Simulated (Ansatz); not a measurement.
Two isomers of C2H7BOSi: A = `CC1B[SiH2]O1`, B = `B[SiH2]/C=C/O`.

Gas-phase electronic energies from Ansatz, PBE0-D4/def2-TZVP geometries. CCSD(T)/CBS is the MP2 limit (def2-TZVPP, def2-QZVPP) plus CCSD(T) − MP2 in def2-TZVPP, frozen cores. Functionals use def2-TZVPP. B3LYP here is the variant with VWN-RPA as its local correlation; programs differ in this. One conformer a species, not always the lowest.

A:

```xyz
12

C    -1.565    0.385   -0.463
C    -0.473   -0.168    0.437
B     0.733    0.812    0.727
Si    1.761   -0.660   -0.162
O     0.206   -1.289   -0.211
H    -1.150    0.820   -1.375
H    -2.137    1.156    0.059
H    -2.243   -0.420   -0.756
H    -0.930   -0.530    1.372
H     0.728    1.878    1.257
H     2.362   -0.483   -1.515
H     2.706   -1.500    0.631
```

B:

```xyz
12

B     0.266   -1.127   -0.178
Si    1.260   -0.256    1.284
C    -0.326    0.433    0.615
C    -0.549    0.756   -0.693
O    -1.801    0.865   -1.170
H    -0.560   -1.983   -0.102
H     0.900   -0.998   -1.188
H     2.477    0.537    0.989
H     1.095   -0.528    2.730
H    -1.226    0.224    1.189
H     0.244    1.087   -1.355
H    -1.779    0.991   -2.123
```

**Question.** Which isomer does CCSD(T)/CBS put lower? Give the gap. (Estimate.)

**Answer.** Computed: A, by 24.2 kcal/mol.

**Question.** Give E(B) − E(A) in kcal/mol with PBE-D4, B3LYP, MP2/def2-TZVPP, B2PLYP, B3LYP-D4, CCSD/def2-TZVPP, CCSD(T)/def2-TZVPP. (An estimate is asked.)

**Answer.** Ansatz gave: PBE-D4 15.3, B3LYP 23.1, MP2/def2-TZVPP 21.6, B2PLYP 23.4, B3LYP-D4 22.9, CCSD/def2-TZVPP 26.6, CCSD(T)/def2-TZVPP 23.5. None reverses the order clearly.

Largest T1 diagnostic: 0.013.

From PBE to PBE0 (25 % exact exchange), in def2-TZVPP and without D4, E(B) − E(A) moves by +4.1 kcal/mol. In def2-TZVPP, CCSD(T) changes the Hartree–Fock value by −13.1 kcal/mol (the triples alone add −3.1 kcal/mol) and MP2 by −15.0 kcal/mol.
